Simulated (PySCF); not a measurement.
**C2H6B3N3**

C2H6B3N3 is a molecule, neutral, singlet. The structure, one conformer, was relaxed in the gas phase by PBE0-D3(BJ)/def2-SVP. No frequency run checks that it is a minimum.

SMILES: C#CB1NBNBN1

Coordinates in Å:
```
N1      1.132   -0.369   -0.231
B2      1.504    0.942   -0.652
N3      0.494    1.949   -0.639
B4     -0.846    1.689   -0.223
N5     -1.160    0.360    0.188
B6     -0.192   -0.691    0.196
C7     -0.564   -2.118    0.648
C8     -0.860   -3.243    1.006
H9      1.830   -1.101   -0.231
H10     2.633    1.188   -1.008
H11     0.737    2.886   -0.933
H12    -1.684    2.560   -0.218
H13    -2.102    0.148    0.488
H14    -1.122   -4.237    1.322
```

Shieldings: GIAO PBE0/pcSseg-1. Shifts are against computed references at the same level: C TMS (σ 184.4 ppm), H TMS (σ 31.27 ppm). Core levels by delta-SCF with SCAN, pcX-2 on the ionised atom and pcseg-1 elsewhere, spin-free X2C; from the vacuum level, for chosen atoms.

Question: Give the NMR and core-level values of the distinct atoms.

Answer: 
```
  atoms  bonded to  σ (ppm)  δ (ppm)  core level (eV)
  N1 N5  2 B + 1 H    119.7        -        1s 404.62
  B2 B4  2 N + 1 H     73.2        -        1s 195.79
     N3  2 B + 1 H    120.7        -        1s 404.65
     B6  1 C + 2 N     79.5        -        1s 196.22
     C7  1 B + 1 C     93.6     90.8                -
     C8  1 C + 1 H     86.8     97.6                -
 H9 H13        1 N    25.60     5.67                -
H10 H12        1 B    26.52     4.75                -
    H11        1 N    25.63     5.64                -
    H14        1 C    28.80     2.47                -
```

Values are those of this one static structure; atoms that internal rotation interchanges would show their mean in an NMR spectrum.

The core-hole states of B2, B6 are spin-contaminated (⟨S²⟩ 0.81, 0.81 against 0.75 for a pure doublet), so those values and differences from them are less sure.

Core levels of C7 are left out, their hole states being strongly spin-contaminated.

Question: By CAM-B3LYP/def2-SVPD (TDDFT singlets, Tamm-Dancoff triplets, ionisation by delta-SCF), where does absorption start, and what does vertical ionisation take?

Answer: The first singlet with intensity lies at 6.09 eV (f 0.120); what lies below it is dark. The lowest singlet lies at 5.59 eV (f 0.000), the strongest of the first 6 at 7.47 eV (f 0.248), the lowest triplet at 4.71 eV; vertical ionisation takes 9.90 eV.

The 3 runs behind this took 6.1 min in all, one thread each of Arm Neoverse N1 on a shared host, launched as `OMP_NUM_THREADS=1 python cluster_run.py task.json out`.
